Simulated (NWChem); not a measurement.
System: BCl

NWChem input:

```
start job
memory heap 200 mb stack 900 mb global 1100 mb
geometry units angstroms noautoz
  B      0.000000     0.000000    -1.290223
  Cl     0.000000     0.000000     0.429027
end
basis spherical
  B library def2-tzvp
  Cl library def2-tzvp
end
dft
  xc b3lyp
  iterations 150
  mulliken
end
task dft energy
```

Excerpt of the output:

```
             Northwest Computational Chemistry Package (NWChem) 7.3.0
             --------------------------------------------------------

 ORDER OF PRIMARY AXIS IS BEING SET TO 4
 C4V symmetry detected

                             Geometry "geometry" -> ""
                             -------------------------

 Output coordinates in angstroms (scale by  1.889725989 to convert to a.u.)

  No.       Tag          Charge          X              Y              Z
 ---- ---------------- ---------- -------------- -------------- --------------
    1 B                    5.0000     0.00000000     0.00000000    -1.32851136
    2 Cl                  17.0000     0.00000000     0.00000000     0.39073864

 Effective nuclear repulsion energy (a.u.)      26.1626093733

      Symmetry information
      --------------------

 Group name             C4v
 Group number             18
 Group order               8
 No. of unique centers     2

                                 NWChem DFT Module
                                 -----------------

 Summary of "ao basis" -> "ao basis" (spherical)
 ------------------------------------------------------------------------------
       Tag                 Description            Shells   Functions and Types
 ---------------- ------------------------------  ------  ---------------------
 B                         def2-tzvp                11       31   5s3p2d1f
 Cl                        def2-tzvp                13       37   5s5p2d1f

      Symmetry analysis of basis
      --------------------------

        a1         24
        a2          0
        b1          6
        b2          6
        e          32

            General Information
            -------------------
          SCF calculation type: DFT
          Wavefunction type:  closed shell.
          No. of atoms     :     2
          No. of electrons :    22
           Alpha electrons :    11
            Beta electrons :    11
          Charge           :     0
          Spin multiplicity:     1
          Use of symmetry is: on ; symmetry adaption is: on
          Maximum number of iterations: 150
          AO basis - number of functions:    68
                     number of shells:    24
          Convergence on energy requested:  1.00D-06
          Convergence on density requested:  1.00D-05
          Convergence on gradient requested:  5.00D-04

              XC Information
              --------------
                         B3LYP Method XC Potential
                     Hartree-Fock (Exact) Exchange  0.200
                        Slater Exchange Functional  0.800 local
                    Becke 1988 Exchange Functional  0.720 non-local
              Lee-Yang-Parr Correlation Functional  0.810
                  VWN I RPA Correlation Functional  0.190 local

             Grid Information
             ----------------
          Grid used for XC integration:  medium
          Radial quadrature: Mura-Knowles
          Angular quadrature: Lebedev.
          Tag              B.-S. Rad. Rad. Pts. Rad. Cut. Ang. Pts.
          ---              ---------- --------- --------- ---------
          B                   0.85       49           7.0       434
          Cl                  1.00       88           8.0       590
          Grid pruning is: on
          Number of quadrature shells:   137
          Spatial weights used:  Erf1

      Superposition of Atomic Density Guess
      -------------------------------------

 Sum of atomic energies:        -484.01240145

      Non-variational initial energy
      ------------------------------

 Total energy =    -484.270671
 1-e energy   =    -719.215057
 2-e energy   =     208.781776
 HOMO         =      -0.264472
 LUMO         =       0.018954

      Symmetry analysis of molecular orbitals - initial
      -------------------------------------------------

 !! scf_movecs_sym_adapt:   12 vectors were symmetry contaminated

  Symmetry fudging

 !! scf_movecs_sym_adapt:   10 vectors were symmetry contaminated

  Numbering of irreducible representations:

     1 a1          2 a2          3 b1          4 b2          5 e

  Orbital symmetries:

     1 a1          2 a1          3 a1          4 e           5 e
     6 a1          7 a1          8 a1          9 e          10 e
    11 a1         12 e          13 e          14 a1         15 a1
    16 e          17 e          18 a1         19 a1         20 b1
    21 b2

     ---------------------------------------------
      Total Density - Mulliken Population Analysis
     ---------------------------------------------

    Atom       Charge   Shell Charges
 -----------   ------   -------------------------------------------------------
    1 B    5     4.75   0.92  1.05  0.68  0.97  0.33  0.34  0.30  0.09  0.02  0.04  0.01
    2 Cl  17    17.25   2.01  0.45  1.52  1.12  0.81  4.19  1.69  1.11  2.93  1.41  0.01  0.02  0.00

   convergence    iter        energy       DeltaE   RMS-Dens  Diis-err
 ---------------- ----- ----------------- --------- --------- ---------
 d= 0,ls=0.0,diis     1   -484.9868619320 -5.11D+02  9.38D-03  5.98D-01
 d= 0,ls=0.0,diis     2   -484.9651147682  2.17D-02  8.19D-03  3.55D-01
 d= 0,ls=0.0,diis     3   -485.0014036980 -3.63D-02  3.14D-03  1.35D-01
 d= 0,ls=0.0,diis     4   -485.0208979810 -1.95D-02  4.88D-04  1.03D-03
 d= 0,ls=0.0,diis     5   -485.0210233333 -1.25D-04  6.85D-05  4.62D-05
  Resetting Diis
 d= 0,ls=0.0,diis     6   -485.0210286965 -5.36D-06  1.87D-05  4.00D-06
 d= 0,ls=0.0,diis     7   -485.0210291859 -4.89D-07  7.43D-06  7.58D-08

         Total DFT energy =     -485.021029185928
      One electron energy =     -719.501761635900
           Coulomb energy =      240.543730583809
    Exchange-Corr. energy =      -32.225607507095
 Nuclear repulsion energy =       26.162609373258

 Numeric. integr. density =       21.999999905871

                  Occupations of the irreducible representations
                  ----------------------------------------------

                     irrep           alpha         beta
                     --------     --------     --------
                     a1                7.0          7.0
                     a2                0.0          0.0
                     b1                0.0          0.0
                     b2                0.0          0.0
                     e                 4.0          4.0

                       DFT Final Molecular Orbital Analysis
                       ------------------------------------

 Vector    9  Occ=2.000000D+00  E=-3.949528D-01  Symmetry=e
              MO Center=  2.1D-15,  1.0D-15,  2.2D-01, r^2= 1.3D+00
   Bfn.  Coefficient  Atom+Function         Bfn.  Coefficient  Atom+Function
  ----- ------------  ---------------      ----- ------------  ---------------
    47      0.493814  2 Cl py                50      0.287520  2 Cl py
    44      0.236949  2 Cl py                38     -0.192444  2 Cl py
    46      0.165589  2 Cl px                 7      0.111588  1 B  py
    49      0.096413  2 Cl px                41     -0.088484  2 Cl py
    10      0.081039  1 B  py                43      0.079455  2 Cl px

 Vector   10  Occ=2.000000D+00  E=-3.949528D-01  Symmetry=e
              MO Center= -1.4D-14,  4.8D-15,  2.2D-01, r^2= 1.3D+00
   Bfn.  Coefficient  Atom+Function         Bfn.  Coefficient  Atom+Function
  ----- ------------  ---------------      ----- ------------  ---------------
    46      0.493814  2 Cl px                49      0.287520  2 Cl px
    43      0.236949  2 Cl px                37     -0.192444  2 Cl px
    47     -0.165589  2 Cl py                 6      0.111588  1 B  px
    50     -0.096413  2 Cl py                40     -0.088484  2 Cl px
     9      0.081039  1 B  px                44     -0.079455  2 Cl py

 Vector   11  Occ=2.000000D+00  E=-2.671445D-01  Symmetry=a1
              MO Center=  6.8D-16, -1.5D-16, -1.5D+00, r^2= 1.8D+00
   Bfn.  Coefficient  Atom+Function         Bfn.  Coefficient  Atom+Function
  ----- ------------  ---------------      ----- ------------  ---------------
     4      0.497404  1 B  s                  3      0.308049  1 B  s
     5      0.262688  1 B  s                  8     -0.258077  1 B  pz
    48      0.239902  2 Cl pz                51      0.188592  2 Cl pz
     2     -0.167233  1 B  s                 11     -0.134892  1 B  pz
    36     -0.115799  2 Cl s                 45      0.114960  2 Cl pz

 Vector   12  Occ=0.000000D+00  E=-7.817840D-02  Symmetry=e
              MO Center=  1.3D-14, -1.4D-14, -1.1D+00, r^2= 2.4D+00
   Bfn.  Coefficient  Atom+Function         Bfn.  Coefficient  Atom+Function
  ----- ------------  ---------------      ----- ------------  ---------------
     9      0.318159  1 B  px                 6      0.304936  1 B  px
    10     -0.289054  1 B  py                12      0.289893  1 B  px
     7     -0.277041  1 B  py                13     -0.263374  1 B  py
    49     -0.231243  2 Cl px                50      0.210089  2 Cl py
    46     -0.143977  2 Cl px                47      0.130807  2 Cl py

 Vector   13  Occ=0.000000D+00  E=-7.817840D-02  Symmetry=e
              MO Center=  3.1D-15,  3.3D-15, -1.1D+00, r^2= 2.4D+00
   Bfn.  Coefficient  Atom+Function         Bfn.  Coefficient  Atom+Function
  ----- ------------  ---------------      ----- ------------  ---------------
    10      0.318159  1 B  py                 7      0.304936  1 B  py
     9      0.289054  1 B  px                13      0.289893  1 B  py
     6      0.277041  1 B  px                12      0.263374  1 B  px
    50     -0.231243  2 Cl py                49     -0.210089  2 Cl px
    47     -0.143977  2 Cl py                46     -0.130807  2 Cl px

 Vector   14  Occ=0.000000D+00  E= 5.596354D-02  Symmetry=a1
              MO Center= -3.0D-15,  9.0D-16, -2.3D-01, r^2= 5.8D+00
   Bfn.  Coefficient  Atom+Function         Bfn.  Coefficient  Atom+Function
  ----- ------------  ---------------      ----- ------------  ---------------
     5      1.755731  1 B  s                 36     -1.168772  2 Cl s
    14      1.039869  1 B  pz                 4     -0.693966  1 B  s
    51      0.367761  2 Cl pz                11      0.243831  1 B  pz
    35     -0.165965  2 Cl s                 34      0.156652  2 Cl s
    22      0.126741  1 B  d  0               8      0.092241  1 B  pz

     ---------------------------------------------
      Total Density - Mulliken Population Analysis
     ---------------------------------------------

    Atom       Charge   Shell Charges
 -----------   ------   -------------------------------------------------------
    1 B    5     5.01   0.92  1.05  0.72  0.89  0.34  0.53  0.37  0.09  0.03  0.06  0.01
    2 Cl  17    16.99   2.01  0.43  1.52  1.16  0.76  4.19  1.66  1.15  2.78  1.28  0.01  0.02  0.00

     -------------------------------------------
      Total Density - Lowdin Population Analysis
     -------------------------------------------

    Atom       Charge   Shell Charges
 -----------   ------   -------------------------------------------------------
    1 B    5     5.65   0.97  1.01  0.61  0.66  0.47  0.49  0.70  0.30  0.05  0.32  0.08
    2 Cl  17    16.35   1.98  0.84  1.14  0.85  0.67  3.93  1.90  1.26  2.35  1.39  0.01  0.04  0.00

     Multipole analysis of the density
     ---------------------------------

     L   x y z        total         alpha         beta         nuclear
     -   - - -        -----         -----         ----         -------
     0   0 0 0     -0.000000    -11.000000    -11.000000     22.000000

     1   1 0 0     -0.000000     -0.000000     -0.000000      0.000000
     1   0 1 0      0.000000      0.000000      0.000000      0.000000
     1   0 0 1      0.644358      0.322179      0.322179      0.000000

     2   2 0 0    -13.768678     -6.884339     -6.884339      0.000000
     2   1 1 0     -0.000000     -0.000000     -0.000000      0.000000
     2   1 0 1     -0.000000     -0.000000     -0.000000      0.000000
     2   0 2 0    -13.768678     -6.884339     -6.884339      0.000000
     2   0 1 1      0.000000      0.000000      0.000000      0.000000
     2   0 0 2    -17.100776    -28.941551    -28.941551     40.782325
```

Level: B3LYP/def2-TZVP. Structure relaxed at the PBE0/def2-SVP level.
